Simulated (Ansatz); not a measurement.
Relaxed structures of MgGeH$_{4}$, closed shell (PBE0-D4/def2-TZVP; forces vanish, vibrations not checked; lower isomers may exist, and structures with a doubtful reference or unclear bonds are left out; Å). Computed with Ansatz 0.2.0 (basis: def2-TZVPP); correlated methods freeze the cores. Filled d shells of the heavier atoms are correlated. The outer core shell of Li, Na, Mg and K is correlated. The def2 sets are not built for correlating such inner shells, so the correlated values are less sure here.

(1) Rank them by CCSD(T) energy, lowest first, and give each one's height above the lowest. Links in brackets join atoms within 1.22 times the sum of their covalent radii (1.1 for two metals). (Judge from chemistry; the value comes from the calculation.)
A.
a complex of MgGeH₂ ([Mg][GeH2]) + H₂
```
6
angstrom
Mg -0.0426 -0.6837 0.5165
Ge -0.4139 1.5043 -0.7538
H 1.8990 -3.9385 1.4859
H -1.7559 0.6132 -0.9119
H 2.2853 -3.5355 0.9900
H -0.8473 1.7537 0.7856
```
B.
a complex of GeH₄ + Mg
```
6
angstrom
Mg -1.3105 2.9342 -1.1975
Ge 0.2322 -0.5199 0.2122
H 0.8201 -1.8344 0.7493
H -1.0810 -0.8068 -0.5289
H 1.2282 0.1339 -0.7557
H -0.0434 0.4378 1.3798
```
C.
MgGeH₄ ([MgH][GeH3])
```
6
angstrom
Mg 0.6712 -1.4987 0.6130
Ge -0.3201 0.7138 -0.2923
H 1.3239 -2.9561 1.2091
H -1.6518 0.5339 -1.0595
H 0.6112 1.4548 -1.2812
H -0.6344 1.7523 0.8110
```

No T1 diagnostic of these runs exceeds 0.015. The restricted Hartree–Fock reference is unstable towards an unrestricted one at one or more of these structures. A large double-excitation amplitude points to some diradical character; no triplet was computed.

Results:

(1) By the calculation: C (0.00 kcal/mol), B (1.68 kcal/mol), A (30.18 kcal/mol). Heights count from the lowest.

For scale, one of the runs: CCSD(T)/def2-TZVPP, 136 basis functions, launched by `ansatz run in.yaml --threads 2 --pin off --events-out ev --progress --plain --max-ram 4352MiB`. The run took 7.5 s on 2 CPU threads of an Intel Xeon 6975P-C (shared host), with 0.81 GiB of host memory at its peak.
